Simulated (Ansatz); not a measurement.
Species: H₂B₂Si, SMILES `B1=B[SiH2]1` (charge 0, multiplicity 1).

Give a relaxed geometry from PBE0-D3(BJ)/def2-TZVP (Ansatz, a program for electronic structure).

the end point of this relaxation (outside a Z-matrix the atoms follow the SMILES, hydrogens last).
Cartesian coordinates (Å) in one orientation:
```xyz
5

B      1.488     0.683     0.293
B      1.464    -0.724    -0.315
Si    -0.374     0.005     0.003
H     -1.270     1.103     0.478
H     -1.307    -1.067    -0.460
```
